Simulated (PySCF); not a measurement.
**How methods differ on the excitation energy of O⁺**

O⁺ [He] 2s2 2p3 (4S) → O⁺ [He] 2s2 2p2 3s1 (4P), as a difference of total energies. Computed with PySCF 2.14 in aug-cc-pVTZ, with no relativity, point nucleus. Correlated levels: valence: 1s2 frozen. The calculations carry no spin-orbit coupling.

```
           method  excitation energy (eV)
              UHF                  22.791
              LDA                  23.250
              PBE                  22.945
             PBE0                  23.067
           r2SCAN                  23.429
          wB97M-V                  22.943
            B3LYP                  22.979
            HSE06                  23.061
          r2SCAN0                  23.390
    MP2 (valence)                  23.166
SCS-MP2 (valence)                  22.960
```

How much does correlation contribute at MP2 (valence)?

23.166 − (22.791) = 0.375 eV, measured against UHF.

Errors of the correlated levels include the incompleteness of this basis and the frozen core.

For comparison: 22.987 eV (measured; NIST levels, between the centres of gravity of the two terms).
